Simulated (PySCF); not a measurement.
Compound: C₅H₁₄O₂Si.
Numbering: `[CH3:1][CH2:2][O:3][SiH2:4][O:5][CH:6]([CH3:7])[CH3:8]` (hydrogens: H9, H10, H11 on C1; H12, H13 on C2; H14, H15 on Si4; H16 on C6; H17, H18, H19 on C7; H20, H21, H22 on C8)

Geometry (PBE0-D3(BJ)/def2-SVP, Å), atoms numbered from 1 in this order:
```xyz
22
C5H14O2Si angstrom
C      3.4144   -0.5987    0.3557
C      1.9257   -0.7851    0.1762
O      1.4474    0.0962   -0.8099
Si     0.2481   -0.1998   -1.9163
O     -1.2576    0.2523   -1.3984
C     -1.9230   -0.3151   -0.2820
C     -1.7156    0.5714    0.9335
C     -3.3860   -0.4877   -0.6397
H      3.6382    0.4421    0.6327
H      3.7991   -1.2613    1.1456
H      3.9473   -0.8235   -0.5804
H      1.4022   -0.5882    1.1308
H      1.7032   -1.8356   -0.0969
H      0.2578   -1.6735   -2.1908
H      0.5216    0.6313   -3.1100
H     -1.4964   -1.3175   -0.0659
H     -0.6432    0.6936    1.1455
H     -2.2035    0.1454    1.8233
H     -2.1388    1.5701    0.7455
H     -3.4941   -1.1435   -1.5157
H     -3.9495   -0.9252    0.1982
H     -3.8274    0.4898   -0.8877
```

Computed with PBE0-D3(BJ)/def2-SVP geometry optimisation, gas phase (PySCF 2.14.0).

Take the most abundant isotopes and a rigid rotor. The values belong to one conformer with, in the numbering `[CH3:1][CH2:2][O:3][SiH2:4][O:5][CH:6]([CH3:7])[CH3:8]`, C1–C2–O3–Si4 144°, C2–O3–Si4–O5 92°, O3–Si4–O5–C6 -63°, Si4–O5–C6–C7 97°.

Task: Give the principal moments of inertia and the rotational constants in GHz.

Result: Ia = 165.64, Ib = 600.14, Ic = 704.30 u·Å²; 505379 MHz·u·Å²/I gives 3051, 842.1 and 717.6 MHz, that is A = 3.0510, B = 0.8421, C = 0.7176 GHz.

Task: Classify the top.

Result: An asymmetric top. Ray's parameter κ = (2B − A − C)/(A − C) = -0.893; −1 is the prolate and +1 the oblate limit.

Task: What does the inertial defect say?

Result: Not planar: Δ = Ic − Ia − Ib = -61.49 u·Å². For a rigid frame Δ = −2 Σ m c², so Σ m c² = 30.74 u·Å² lies off the ab plane: 14.31 from hydrogen and 16.44 from heavier atoms. The atom farthest from that plane is 1.58 Å away.

Task: List the rotational levels J(Ka,Kc) to J = 4 (MHz).

Result: Above 0(0,0):
J = 1: 1(0,1) 1560, 1(1,1) 3769, 1(1,0) 3893
J = 2: 2(0,2) 4674, 2(1,2) 6763, 2(1,1) 7137, 2(2,1) 13764, 2(2,0) 13769
J = 3: 3(0,3) 9332, 3(1,3) 11252, 3(1,2) 11999, 3(2,2) 18443, 3(2,1) 18468, 3(3,1) 29802, 3(3,0) 29802
J = 4: 4(0,4) 15520, 4(1,4) 17232, 4(1,3) 18477, 4(2,3) 24677, 4(2,2) 24754, 4(3,2) 36050, 4(3,1) 36051, 4(4,1) 51939, 4(4,0) 51939
Those of J = 1 are B + C, A + C and A + B.

Task: Which types of transition are allowed, and where do some lines up to J = 3 fall?

Result: The dipole components are |μa| = 0.15 D, |μb| = 1.40 D, |μc| = 1.46 D. Intensities carry the squares of the components, which stand as 0.01 : 0.92 : 1.00 (a : b : c). Some lines, for components of 0.1 D or more:

| type | branch | J(Ka,Kc) | MHz | lower level (cm⁻¹) |
| --- | --- | --- | --- | --- |
| a | Q | 2(1,1) ← 2(1,2) | 374 | 0.226 |
| a | Q | 3(1,2) ← 3(1,3) | 747 | 0.375 |
| b | R | 2(0,2) ← 1(1,1) | 905 | 0.126 |
| c | Q | 3(1,3) ← 3(0,3) | 1920 | 0.311 |
| c | Q | 1(1,1) ← 1(0,1) | 2209 | 0.052 |
| b | Q | 1(1,0) ← 1(0,1) | 2333 | 0.052 |
| b | Q | 2(1,1) ← 2(0,2) | 2463 | 0.156 |
| b | R | 3(0,3) ← 2(1,2) | 2569 | 0.226 |
| a | R | 2(1,1) ← 1(1,0) | 3244 | 0.130 |
| b | R | 1(1,1) ← 0(0,0) | 3769 | 0.000 |
| a | R | 3(1,3) ← 2(1,2) | 4489 | 0.226 |
| a | R | 3(0,3) ← 2(0,2) | 4659 | 0.156 |
| a | R | 3(2,2) ← 2(2,1) | 4679 | 0.459 |
| a | R | 3(2,1) ← 2(2,0) | 4699 | 0.459 |
| b | Q | 3(2,1) ← 3(1,2) | 6469 | 0.400 |
| b | R | 3(1,3) ← 2(0,2) | 6579 | 0.156 |
| b | Q | 2(2,0) ← 2(1,1) | 6632 | 0.238 |
| b | Q | 3(2,2) ← 3(1,3) | 7190 | 0.375 |
| b | R | 2(2,1) ← 1(1,0) | 9871 | 0.130 |
| c | R | 2(2,0) ← 1(1,0) | 9876 | 0.130 |
| c | R | 3(2,1) ← 2(1,1) | 11331 | 0.238 |
| c | R | 3(2,2) ← 2(1,2) | 11679 | 0.226 |
| b | R | 3(2,1) ← 2(1,2) | 11705 | 0.226 |
| b | R | 3(3,1) ← 2(2,0) | 16033 | 0.459 |
| c | R | 3(3,1) ← 2(2,1) | 16038 | 0.459 |

Task: Estimate the classical rotational partition function at 25 K, 200 K and 500 K.

Result: Point group C1, symmetry number σ = 1; q = (√π/σ)·√((kT/h)³/(ABC)), k/h = 20836.6 MHz/K: 15500 at 25 K, 351000 at 200 K, 1390000 at 500 K.

Whether it is a minimum is left open (no frequencies). Constants of a rigid frame at the computed geometry: no zero-point averaging, no centrifugal distortion. A rigid rotor knows nothing of internal rotation, which can split or shift real lines.

On x86-64 server, one thread, no GPU, on a shared host, this took 6.0 min of wall time. This is the geometry optimisation.
